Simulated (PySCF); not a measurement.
How the method moves the HOMO and LUMO of `CS[Si](N)(N)F`

Species: CH₇FN₂SSi.
Structure used (PBE0-D3(BJ)/def2-SVP), in Å, numbered top down from 1:
```
atom  x, y, z in Å
C1     2.1943   -0.8275   -0.0152
S2     0.5173   -1.4626   -0.3578
Si3   -0.6698    0.1663    0.3444
N4    -2.2457   -0.2548    0.8337
N5    -0.7694    1.3601   -0.8665
F6     0.0924    0.6887    1.6911
H7     2.4866   -0.0504   -0.7351
H8     2.2523   -0.4265    1.0047
H9     2.8822   -1.6774   -0.1128
H10   -2.9863   -0.3293    0.1479
H11   -2.4122   -0.8321    1.6488
H12   -0.1267    1.3674   -1.6474
H13   -1.2128    2.2571   -0.7078
```

Basis pcSseg-1 throughout (PySCF), one geometry. Geometry: PBE0-D3(BJ)/def2-SVP, one conformer, isolated molecule.

How do the orbital energies, the gap and the dipole change with the method?

| method | kind | HOMO (eV) | LUMO (eV) | gap (eV) | μ (D) | SCF cycles |
| --- | --- | --- | --- | --- | --- | --- |
| BLYP | GGA | -5.37 | -0.07 | 5.30 | 1.61 | 14 |
| B97-D | GGA | -5.54 | -0.07 | 5.47 | 1.60 | 14 |
| PBE | GGA | -5.55 | -0.18 | 5.37 | 1.62 | 14 |
| OPBE | GGA | -5.58 | -0.06 | 5.52 | 1.63 | 14 |
| LDA | LDA | -5.65 | -0.36 | 5.30 | 1.67 | 14 |
| KT2 | GGA | -5.66 | -0.33 | 5.33 | 1.59 | 14 |
| BP86 | GGA | -5.66 | -0.23 | 5.43 | 1.62 | 14 |
| KT3 | GGA | -5.66 | -0.30 | 5.36 | 1.58 | 14 |
| B3LYP | global hybrid | -6.57 | 0.47 | 7.04 | 1.61 | 13 |
| B97-2 | global hybrid | -6.60 | 0.69 | 7.30 | 1.61 | 13 |
| PBE0 | global hybrid | -6.84 | 0.72 | 7.56 | 1.63 | 13 |
| mPW1PW91 | global hybrid | -6.88 | 0.71 | 7.59 | 1.62 | 13 |
| BHandHLYP | global hybrid | -7.95 | 1.57 | 9.52 | 1.62 | 12 |
| CAM-B3LYP | range-separated hybrid | -8.15 | 1.72 | 9.87 | 1.62 | 13 |
| wB97X-D | range-separated hybrid | -8.73 | 2.52 | 11.25 | 1.66 | 14 |
| LC-wPBE | range-separated hybrid | -9.60 | 3.00 | 12.60 | 1.63 | 14 |
| HF | Hartree–Fock | -9.73 | 3.82 | 13.55 | 1.64 | 10 |

The HOMO spans 4.36 eV, from BLYP down to HF, and the gap runs from 5.30 eV (LDA) to 13.55 eV (HF). Over the methods BLYP (0 %), B97-D (0 %), PBE (0 %), OPBE (0 %), LDA (0 %), KT2 (0 %), BP86 (0 %), KT3 (0 %), B3LYP (20 %), B97-2 (21 %), PBE0 (25 %), mPW1PW91 (25 %), BHandHLYP (50 %), HF (100 %), a straight line through the gap against the share of exact exchange rises by 0.82 eV for each 10 % (correlation coefficient 0.999). The dipole ranges from 1.58 D (KT3) to 1.67 D (LDA). This basis has no diffuse functions.
